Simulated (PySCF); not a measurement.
Start geometry of `COC=C=CB(C)C` from GFN2-xTB (Å):
```
atom  x, y, z in Å
C1     3.9210   -0.6247   -0.3891
O2     2.6163   -0.2992   -0.7882
C3     1.8161    0.2084    0.2126
C4     0.6419    0.7289    0.0046
C5    -0.5742    1.1827   -0.1519
B6    -1.8481    0.2917   -0.1131
C7    -3.2395    0.9584   -0.4468
C8    -1.7444   -1.2377    0.2541
H9     4.4146   -1.0359   -1.2680
H10    3.9233   -1.3764    0.4100
H11    4.4727    0.2593   -0.0473
H12    2.2208    0.1607    1.2201
H13   -0.6832    2.2500   -0.3306
H14   -3.3455    1.9485   -0.0062
H15   -3.3145    1.1008   -1.5261
H16   -4.0985    0.3625   -0.1473
H17   -1.9813   -1.3684    1.3110
H18   -0.7495   -1.6493    0.1028
H19   -2.4578   -1.8510   -0.2930
```

Task: What comes out of this run: PBE0-D3(BJ)/def2-SVP geometry optimisation, gas phase (PySCF 2.14.0)?

Result: 
```
atom  x, y, z in Å
C1     4.3697   -0.2999   -0.6040
O2     2.9832   -0.3003   -0.8078
C3     2.2645    0.2653    0.1941
C4     1.1183    0.8826    0.0101
C5    -0.0764    1.4202   -0.1323
B6    -1.3894    0.5604   -0.1330
C7    -2.7467    1.2795   -0.4724
C8    -1.3485   -0.9767    0.1787
H9     4.8196   -0.8776   -1.4220
H10    4.6407   -0.7767    0.3570
H11    4.7880    0.7228   -0.6169
H12    2.6686    0.1608    1.2126
H13   -0.1305    2.5102   -0.2782
H14   -2.8028    2.3114   -0.0906
H15   -2.7854    1.3674   -1.5762
H16   -3.6469    0.7253   -0.1677
H17   -1.7830   -1.1197    1.1865
H18   -0.3426   -1.4208    0.1815
H19   -2.0016   -1.5482   -0.5014
```

The energy falls by 0.073 eV over 11 energy and gradient evaluations, the largest force component goes from 0.0225 to 2.6e-04 Eh/bohr, and the atoms move by 0.217 Å rms after alignment. The bond that changes most is O2–C3 (ether oxygen to outer carbon of cumulated double bonds), which shortens by 0.022 Å. Bonds longer at the end by more than 0.005 Å: 14 of 18; shorter: 3. Among the angles that change most is B6–C7–H15, from 109.0° to 106.3°. Among the dihedrals that turn most is C1–O2–C3–H12, from -9° to -32°. Rotational constants go from 5633, 750.9, 694.8 to 5638, 754.5, 700.1 MHz. The orientation of the end geometry is arbitrary; only internal coordinates are fixed.

The run used 167 basis functions and 79 SCF cycles in all.

No frequency check. One conformer, not necessarily the lowest.
